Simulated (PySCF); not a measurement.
C3H10Si. Atoms are numbered in the order given.

```xyz
14

Si     0.0000     0.0000     0.3828
C     -1.5530     0.8966    -0.2253
C      1.5530     0.8966    -0.2253
C      0.0000    -1.7932    -0.2253
H      0.0000     0.0000     1.8943
H     -1.5877     0.9166    -1.3344
H     -2.4738     0.3934     0.1341
H     -1.5776     1.9457     0.1341
H      2.4738     0.3934     0.1341
H      1.5877     0.9166    -1.3344
H      1.5776     1.9457     0.1341
H      0.0000    -1.8333    -1.3344
H     -0.8962    -2.3391     0.1341
H      0.8962    -2.3391     0.1341
```
Charge 0, spin multiplicity 1.

Coordinates come from a PBE-D3(BJ)/def2-SVP optimisation. The isomer is the one that the SMILES or the coordinates give; other isomers of the formula were not compared.

Level of theory: PBE-D3(BJ)/def2-SVP run with PySCF.

Frequencies are harmonic and unscaled.

Modes within 1.5 cm⁻¹ of each other (mostly degenerate sets) share a row, with their intensities summed.

```csv
mode,ν (cm⁻¹),IR (km/mol),moving atoms (share of kinetic energy)
1,149,0.0,H 100 %
2–3,164,0.0,H 96 %
4–5,195,1.2,"C 47 %, H 41 %, Si 12 %"
6,229,0.9,"H 39 %, Si 35 %, C 25 %"
7–8,593,12.7,H 94 %
9,603,1.4,"C 67 %, H 24 %, Si 9 %"
10,652,0.0,"H 85 %, C 15 %"
11–12,690,20.7,"C 45 %, H 30 %, Si 25 %"
13–14,820,42.7,"H 69 %, C 24 %"
15,840,66.2,"H 62 %, C 23 %, Si 14 %"
16–17,880,309.5,"H 75 %, Si 14 %, C 11 %"
18–19,1212,56.6,"H 78 %, C 22 %"
20,1222,5.4,"H 80 %, C 20 %"
21,1376,0.0,H 95 %
22–23,1380,0.6,H 96 %
24–25,1390,6.0,H 96 %
26,1398,9.9,H 96 %
27,2127,149.8,H 97 %
28–30,2971,14.4,H 97 %
31–33,3068,18.2,"H 91 %, C 9 %"
34–36,3073,18.6,"H 91 %, C 9 %"
```
